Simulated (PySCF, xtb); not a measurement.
C3H8BrNSi, SMILES C=C[Si](C)(N)Br. Other conformers were not sampled.

Harmonic wavenumbers (cm⁻¹) from GFN2-xTB (xtb) at its own minimum, in rising order: 38, 111, 126, 129, 161, 169, 196, 215, 314, 393, 434, 505, 660, 764, 781, 813, 844, 922, 928, 1012, 1027, 1271, 1381, 1423, 1483, 1485, 1508, 1676, 3026, 3034, 3037, 3041, 3081, 3103, 3484, 3527.

Q: What does B3LYP-D3(BJ)/def2-SVP in PySCF give at its own minimum? (An estimate is asked for; the answer gives what the named calculation found.)

A: 61, 136, 153, 164, 187, 206, 220, 279, 324, 402, 483, 555, 636, 729, 760, 803, 872, 896, 986, 1015, 1037, 1274, 1278, 1423, 1431, 1435, 1550, 1671, 3036, 3115, 3128, 3129, 3138, 3205, 3552, 3641. Paired by order, the mean absolute difference is 40 cm⁻¹ and the zero-point energies are 65.9 and 67.1 kcal/mol.
